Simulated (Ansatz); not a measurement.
`[BH2][AlH][AlH][CH3]` + `[SH][GeH3]` → `[CH3][AlH][S][GeH3]` + `[BH2][AlH2]` at 298.15 K and 1 bar (cleavage of the Al–Al bond).

Computed with Ansatz on PBE0-D4/def2-TZVP structures; ΔE is electronic, products minus reactants. CCSD(T)/CBS adds triple-zeta CCSD(T) − MP2 to the extrapolated MP2 energy (def2 sets, frozen cores). This one scheme is used for every species. For Ge outer-core shells are correlated without core-valence functions, which leaves a few kJ/mol of doubt a bond. Scalar relativity is left out up to krypton. Each species was taken in one conformer, which may not be the lowest.

| species | CCSD(T)/CBS energy (Eh) | H − E (kJ/mol) | S (J/(mol·K)) |
| --- | --- | --- | --- |
| `[BH2][AlH][AlH][CH3]` | -551.02023 | 204.5 | 388.2 |
| `[SH][GeH3]` | -2476.30083 | 99.2 | 286.9 |
| `[CH3][AlH][S][GeH3]` | -2758.22792 | 203.9 | 390.2 |
| `[BH2][AlH2]` | -269.14094 | 97.6 | 260.4 |

H − E and S are ideal-gas, rigid-rotor, harmonic terms from PBE0-D4/def2-TZVP, for one conformer and one mirror image of each species. 1 Eh = 2625.50 kJ/mol, R = 8.31446 J/(mol·K).

Problem. By hand: ΔE, ΔH, ΔS and ΔG.

Solution. ΔE = (-2758.22792) + (-269.14094) − (-551.02023) − (-2476.30083) = -0.04780 Eh = -125.5 kJ/mol. Δ(H − E) = 203.9 + 97.6 − 204.5 − 99.2 = -2.2, so ΔH = -127.7 kJ/mol. ΔS = 390.2 + 260.4 − 388.2 − 286.9 = -24.5 J/(mol·K). ΔG = -127.7 − 298.15 × (-24.5)/1000 = -120.4 kJ/mol.

Problem. By hand: the equilibrium constant, and the temperature at which ΔG would vanish if ΔH and ΔS stayed fixed.

Solution. log₁₀ K = −ΔG/(RT ln 10) = 21.1. ΔG = 0 at ΔH/ΔS = 5212 K, far beyond where these terms or the molecules hold.

ΔH outweighs TΔS. A doubt of 5 kJ/mol in ΔE shifts log₁₀ K by 0.9 here. Other conformers and mirror images would add mixing entropy, several J/(mol·K) or more a flexible species. Modes under 60 cm⁻¹, often nearly free rotors, make the harmonic entropy too high. These are equilibria of isolated gas molecules and say nothing of rates. Largest T1 diagnostic: 0.013 (customary marks: 0.02 for closed shells, 0.045 for open ones).
